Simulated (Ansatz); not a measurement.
C₂H₆FGaS (`C[CH2][Ga]([F])[SH]`), relaxed with RKS PBE0-D4/def2-TZVP in Ansatz from a PBE-D4/def2-SVP geometry. The force threshold is 0.005 eV/Å; the program also tests the step.

The species carries charge 0 and has multiplicity 1.

Start:

```xyz
11

C     0.856    0.753    0.820
C    -0.248   -0.305    0.894
Ga   -0.967   -0.863   -0.859
F    -2.236   -2.105   -0.931
S    -0.383   -0.132   -2.872
H     1.220    1.031    1.832
H     0.505    1.688    0.335
H     1.737    0.397    0.246
H     0.100   -1.235    1.393
H    -1.122    0.048    1.482
H     0.537    0.723   -2.341
```

(1) By how much does the energy fall, and how many steps does the optimiser take? (Estimate.)

(2) Which bonds change most? (Best estimate.)

(3) Give the relaxed structure. (Estimate.)

Answers

(1) Ansatz gave: 4.12 kJ/mol, in 5 steps.

(2) Computed: Ga3–S5 from 2.220 to 2.195 Å; S5–H11 from 1.364 to 1.344 Å; Ga3–F4 from 1.777 to 1.759 Å; C1–H8 from 1.110 to 1.093 Å.

(3) The calculation gave: 
```xyz
11

C     0.852    0.748    0.826
C    -0.248   -0.303    0.890
Ga   -0.951   -0.852   -0.854
F    -2.207   -2.081   -0.935
S    -0.393   -0.144   -2.855
H     1.204    1.015    1.826
H     0.507    1.669    0.348
H     1.719    0.394    0.262
H     0.099   -1.214    1.387
H    -1.103    0.050    1.474
H     0.520    0.716   -2.370
```
